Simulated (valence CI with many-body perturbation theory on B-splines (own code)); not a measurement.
E1 transitions of Ta42+

Computed by relativistic CI+MBPT: three valence electrons over a frozen Dirac-Fock core [Ar] 3d10, radial functions for each j: 11 s, 11 p, 9 d, 7 f, 5 g, 2 h, 1 i, with the one-electron correlation potential Σ1, the two-electron term Σ2, the three-electron term Σ3, Breit, model QED; selected CI, second order for the rest (own B-spline code, finite nucleus).

No measured spectrum was set against this ion. As an estimate, large intervals hold to a few tenths of a per cent, small ones and those within an open d or f shell to about a per cent.

Lines 1 to 50 of 275 in falling wavelength, among levels below 41.313 Ry, chosen from the strongest by gf and those to the six lowest levels. Wavelengths and rates use the calculated energies. Electric multipoles are in the length gauge, E1 and E2 with the static RPA response of the core. Weak lines are less certain than strong ones. Lines between different terms over intervals too small for the method are left out, as are lines whose strength nearly cancels. The highest levels of a list are the least certain.

Levels are named by their leading jj configuration (3d3/2^4 stands for four electrons in 3d with j = 3/2), which in mixed levels can hold well under half, so a name can repeat and another be missing. Letters in brackets count levels of one name in rising energy.

| λ vac (nm) | Upper | Lower | A (s⁻¹) | log gf | Branch % |
| --- | --- | --- | --- | --- | --- |
| 425.2 | (4s 4p1/2^2) J=1/2 | (4s^2 4p3/2) J=3/2 | 1.09e+04 | -4.23 | 0.0 |
| 15.87 | (4s 4p1/2 4d5/2) J=7/2 | (4s 4p3/2^2) J=5/2 | 3.82e+09 | -0.94 | 1.7 |
| 15.61 | (4p1/2 4p3/2 4d5/2) J=9/2 | (4s 4p3/2 4d5/2) J=7/2 [b] | 4.50e+09 | -0.78 | 1.3 |
| 15.36 | (4s 4p1/2 4f7/2) J=7/2 [c] | (4s 4p3/2 4d3/2) J=5/2 [b] | 5.49e+09 | -0.81 | 1.2 |
| 15.30 | (4s 4p1/2 4d3/2) J=5/2 | (4s^2 4d3/2) J=3/2 | 9.80e+09 | -0.69 | 31.2 |
| 15.22 | (4s 4p1/2 4p3/2) J=3/2 [a] | (4s^2 4p3/2) J=3/2 | 2.13e+09 | -1.53 | 46.6 |
| 14.45 | (4p1/2 4p3/2 4d3/2) J=7/2 | (4s^2 4f5/2) J=5/2 | 6.75e+09 | -0.77 | 19.1 |
| 14.15 | (4p1/2 4p3/2 4d5/2) J=7/2 [b] | (4s 4p3/2 4d5/2) J=5/2 [b] | 1.28e+10 | -0.51 | 1.7 |
| 14.15 | (4p1/2 4p3/2 4d3/2) J=7/2 | (4s 4p3/2 4d3/2) J=7/2 | 4.92e+09 | -0.93 | 13.9 |
| 13.85 | (4p1/2 4p3/2^2) J=5/2 | (4s 4p3/2^2) J=3/2 | 1.19e+10 | -0.69 | 1.9 |
| 13.84 | (4p1/2 4p3/2 4d3/2) J=7/2 | (4s 4p3/2 4d3/2) J=5/2 [a] | 7.45e+09 | -0.77 | 21.0 |
| 13.84 | (4s 4p1/2 4p3/2) J=5/2 | (4s^2 4p3/2) J=3/2 | 1.31e+10 | -0.65 | 100.0 |
| 13.75 | (4s 4p1/2 4f7/2) J=7/2 [b] | (4s^2 4f7/2) J=7/2 | 4.66e+09 | -0.98 | 1.3 |
| 13.70 | (4p1/2^2 4d3/2) J=3/2 | (4s 4p1/2 4d3/2) J=3/2 [b] | 1.36e+10 | -0.82 | 9.8 |
| 13.68 | (4s 4p1/2 4f7/2) J=9/2 | (4s^2 4f7/2) J=7/2 | 1.28e+10 | -0.45 | 12.6 |
| 13.62 | (4p1/2 4p3/2 4d5/2) J=9/2 | (4s 4p3/2 4d5/2) J=7/2 [a] | 1.05e+10 | -0.53 | 2.9 |
| 13.57 | (4p1/2^2 4d3/2) J=3/2 | (4s 4p1/2 4d3/2) J=1/2 | 1.19e+10 | -0.88 | 8.7 |
| 13.46 | (4p1/2^2 4p3/2) J=3/2 | (4s 4p1/2 4p3/2) J=1/2 | 1.08e+10 | -0.93 | 3.5 |
| 13.44 | (4p1/2 4p3/2 4d5/2) J=3/2 [b] | (4s 4p3/2 4d5/2) J=3/2 [b] | 1.44e+10 | -0.81 | 2.2 |
| 13.41 | (4s 4p1/2 4f7/2) J=5/2 | (4s^2 4f7/2) J=7/2 | 9.97e+09 | -0.79 | 2.5 |
| 13.33 | (4p1/2 4p3/2 4d5/2) J=1/2 | (4s 4p3/2 4d5/2) J=3/2 [b] | 2.44e+10 | -0.89 | 3.6 |
| 13.16 | (4s 4p1/2^2) J=1/2 | (4s^2 4p1/2) J=1/2 | 2.78e+10 | -0.84 | 100.0 |
| 13.14 | (4s 4p1/2 4d5/2) J=7/2 | (4s^2 4d5/2) J=5/2 | 1.08e+10 | -0.65 | 4.8 |
| 13.12 | (4p1/2 4p3/2 4d3/2) J=3/2 [a] | (4s 4p3/2 4d3/2) J=3/2 [a] | 1.30e+10 | -0.87 | 3.3 |
| 13.10 | (4p1/2^2 4p3/2) J=3/2 | (4s 4p1/2 4p3/2) J=3/2 [b] | 1.56e+10 | -0.80 | 5.0 |
| 13.07 | (4s 4p1/2 4d3/2) J=3/2 [b] | (4s^2 4d3/2) J=3/2 | 1.15e+10 | -0.93 | 1.0 |
| 13.05 | (4p1/2 4p3/2 4d5/2) J=7/2 [b] | (4s 4p3/2 4d5/2) J=7/2 [b] | 8.33e+09 | -0.77 | 1.1 |
| 12.96 | (4p1/2 4p3/2 4d3/2) J=1/2 [a] | (4s 4p3/2 4d3/2) J=1/2 [a] | 2.20e+10 | -0.95 | 4.7 |
| 12.93 | (4s 4p1/2 4f5/2) J=5/2 [b] | (4s^2 4f5/2) J=5/2 | 1.53e+10 | -0.64 | 3.8 |
| 12.93 | (4p1/2 4p3/2 4d5/2) J=3/2 [b] | (4s 4p3/2 4d5/2) J=1/2 | 1.67e+10 | -0.78 | 2.6 |
| 12.87 | (4p1/2 4p3/2 4d3/2) J=5/2 [a] | (4s 4p3/2 4d3/2) J=5/2 [a] | 9.68e+09 | -0.84 | 1.9 |
| 12.77 | (4s 4p1/2 4f7/2) J=7/2 [c] | (4s^2 4f7/2) J=7/2 | 1.16e+10 | -0.64 | 2.5 |
| 12.69 | (4p1/2 4p3/2^2) J=1/2 | (4s 4p3/2^2) J=1/2 | 3.74e+10 | -0.74 | 6.0 |
| 12.67 | (4p1/2 4p3/2 4d3/2) J=3/2 [b] | (4s 4p3/2 4d3/2) J=3/2 [b] | 1.10e+10 | -0.97 | 0.8 |
| 12.62 | (4p1/2 4p3/2 4d5/2) J=5/2 [b] | (4s 4p3/2 4d5/2) J=7/2 [b] | 1.68e+10 | -0.62 | 1.4 |
| 12.60 | (4s 4p1/2 4d5/2) J=3/2 | (4s^2 4d5/2) J=5/2 | 2.37e+10 | -0.65 | 6.6 |
| 12.55 | (4p1/2 4p3/2 4d5/2) J=5/2 [a] | (4s 4p3/2 4d5/2) J=3/2 [a] | 1.35e+10 | -0.72 | 2.3 |
| 12.53 | (4s 4p1/2 4d5/2) J=5/2 [b] | (4s^2 4d5/2) J=5/2 | 1.67e+10 | -0.63 | 6.5 |
| 12.51 | (4p1/2^2 4d5/2) J=5/2 | (4s 4p1/2 4d5/2) J=5/2 [b] | 2.49e+10 | -0.46 | 8.5 |
| 12.44 | (4p1/2^2 4d5/2) J=5/2 | (4s 4p1/2 4d5/2) J=3/2 | 1.68e+10 | -0.63 | 5.7 |
| 12.37 | (4p1/2 4p3/2 4d5/2) J=3/2 [a] | (4s 4p3/2 4d5/2) J=5/2 [a] | 3.21e+10 | -0.53 | 4.9 |
| 12.29 | (4s 4p1/2 4f7/2) J=7/2 [b] | (4s 4p3/2 4d3/2) J=7/2 | 8.64e+09 | -0.81 | 2.4 |
| 12.25 | (4s 4p1/2 4p3/2) J=3/2 [b] | (4s^2 4p3/2) J=3/2 | 1.78e+10 | -0.80 | 5.3 |
| 12.23 | (4s 4p1/2 4f7/2) J=9/2 | (4s 4p3/2 4d3/2) J=7/2 | 6.05e+09 | -0.87 | 6.0 |
| 12.21 | (4p1/2 4p3/2 4d5/2) J=5/2 [a] | (4s 4p3/2 4d5/2) J=5/2 [a] | 2.03e+10 | -0.57 | 3.5 |
| 12.06 | (4p1/2 4p3/2 4d3/2) J=5/2 [b] | (4s^2 4f7/2) J=7/2 | 1.18e+10 | -0.81 | 1.0 |
| 12.03 | (4p1/2 4p3/2^2) J=5/2 | (4s 4p3/2^2) J=5/2 | 1.88e+10 | -0.61 | 3.0 |
| 11.96 | (4p1/2^2 4d5/2) J=5/2 | (4s 4p1/2 4d5/2) J=7/2 | 5.10e+10 | -0.18 | 17.4 |
| 11.94 | (4s 4p1/2 4p3/2) J=1/2 | (4s^2 4p3/2) J=3/2 | 2.50e+10 | -0.97 | 3.8 |
| 11.89 | (4p1/2^2 4d3/2) J=3/2 | (4s 4p1/2 4d3/2) J=5/2 | 5.58e+10 | -0.33 | 40.5 |
